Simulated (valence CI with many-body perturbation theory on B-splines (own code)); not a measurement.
## From CI to CI+MBPT in Tl XXXI

Computed by valence CI with perturbative core correlation (CI+MBPT): five valence electrons over a frozen Dirac-Fock core [Kr] 4d10, a basis of 7 s, 7 p, 7 d, 7 f, 4 g, 2 h functions for each j, with the one-electron correlation potential Σ1, the two-electron term Σ2, the three-electron term Σ3, Breit, model QED; selected CI, second order for the rest, scaled by the run's own slope (own B-spline code, finite nucleus).

The last digits are not significant, and no measured levels were compared; by estimate large intervals hold to a few tenths of a per cent, small ones and those within an open d or f shell to about a per cent. Core correlation moves these levels by up to 5800 cm⁻¹, and in measured spectra 5 to 20 % of such shifts remained as error; rates that hang on mixing are uncertain with them. Among the levels kept, up to 780 cm⁻¹ of a level comes from second order outside the variational space, and about a tenth of that is noise between levels of different J, which matters for small intervals. Only levels of the ground parity were solved; by the run's estimate the other parity begins above the list, which can be wrong where configurations are misplaced.

Each rung adds one term. CI alone is the Dirac-Coulomb CI over the frozen core; QED comes last and gives the full result, which names the levels. Energies are above (4f5/2^5) J=5/2 on the same rung, in cm⁻¹.

Levels are named by their leading jj configuration (3d3/2^4 stands for four electrons in 3d with j = 3/2), which in mixed levels can hold well under half, so a name can repeat and another be missing. Letters in brackets count levels of one name in rising energy.

```
                       Level  CI alone    + Σ1    + Σ2    + Σ3  + Breit    Full
       (4f5/2^4 4f7/2) J=7/2     25054   25677   27227   27444    25499   25665
       (4f5/2^4 4f7/2) J=5/2     38182   38718   39568   39527    38116   38250
   (4f5/2^4 4f7/2) J=3/2 [a]     40968   41587   42535   42648    41094   41249
 (4f5/2^3 4f7/2^2) J=9/2 [a]     44132   45086   47247   47477    44082   44329
       (4f5/2^4 4f7/2) J=1/2     45352   46102   47052   47077    45119   45306
(4f5/2^3 4f7/2^2) J=11/2 [a]     57459   58509   60629   60755    56557   56820
 (4f5/2^3 4f7/2^2) J=7/2 [a]     59054   60014   61490   61722    58821   59060
      (4f5/2^4 4f7/2) J=15/2     65078   65760   67014   66515    61948   62105
      (4f5/2^4 4f7/2) J=13/2     66398   67410   69223   69117    64370   64615
   (4f5/2^4 4f7/2) J=9/2 [a]     75221   76333   77468   77843    74054   74323
 (4f5/2^3 4f7/2^2) J=5/2 [a]     79477   80680   82642   82729    79752   80043
(4f5/2^3 4f7/2^2) J=15/2 [a]     88532   89886   92836   92810    86648   86983
      (4f5/2^4 4f7/2) J=11/2     88503   89680   90671   91116    86719   87002
 (4f5/2^3 4f7/2^2) J=3/2 [a]     88396   89668   92640   92854    89772   90079
 (4f5/2^3 4f7/2^2) J=9/2 [b]     90644   91734   93737   93520    90179   90437
(4f5/2^3 4f7/2^2) J=13/2 [a]     94597   95840   97408   97396    92317   92618
(4f5/2^3 4f7/2^2) J=11/2 [b]     94440   95698   97466   97563    93166   93466
 (4f5/2^3 4f7/2^2) J=5/2 [b]     94383   95412   95753   95996    93594   93831
 (4f5/2^3 4f7/2^2) J=7/2 [b]    102259  103684  106306  106366   102320  102659
```

(1) How does the ionisation energy move along the ladder, and which term matters most?

Results:

(1) CI alone 1079.5, + Σ1 1082.9, + Σ2 1095.1, + Σ3 1095.1, + Breit 1094.8, + QED 1094.9 eV. The largest step is Σ2, 12.2 eV. NIST lists 1110 ± 60 eV (theoretical).
